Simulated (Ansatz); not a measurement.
System: C6H9N, net charge 0, singlet state. 
Geometry from a B3LYP-D3(BJ)/def2-TZVP (Ansatz, a program for electronic structure) optimisation:
SMILES: Cc1ccc(C)[nH]1
```xyz
16

C      2.4969    -0.6045     0.1651
C      1.1302    -0.0632    -0.0704
C      0.6978     1.0297    -0.7808
C     -0.7225     1.0853    -0.6759
C     -1.1297     0.0253     0.0966
N      0.0078    -0.6630     0.4566
C     -2.4850    -0.4093     0.5332
H      2.6074    -1.6233    -0.2192
H      2.7536    -0.6242     1.2288
H      3.2324     0.0201    -0.3401
H      1.3339     1.7145    -1.3175
H     -1.3753     1.8206    -1.1173
H      0.0175    -1.4905     1.0266
H     -2.7297    -1.4142     0.1752
H     -3.2358     0.2735     0.1378
H     -2.5835    -0.4151     1.6232
```
Charge 0, spin multiplicity 1.

Atomisation energy built up term by term with Ansatz (kcal/mol; UHF references for open shells; valence terms freeze the core; atomic spin-orbit terms are left out). CBS marks a two-point X^-3 extrapolation of the correlation energy; Hartree-Fock from the larger set.

```csv
term,basis,kcal/mol
Hartree-Fock,cc-pVQZ,1220.43
CCSD correlation,"CBS(cc-pVTZ,cc-pVQZ)",410.86
(T),"CBS(cc-pVTZ,cc-pVQZ)",30.97
core correlation,cc-pwCVTZ,7.86
scalar relativity (X2C),cc-pVTZ-DK against cc-pVTZ,-1.36
sum: De,,1668.8
```

(T) makes 1.9 % of the CCSD(T) atomisation energy; under 5 % is typical of single-reference molecules.
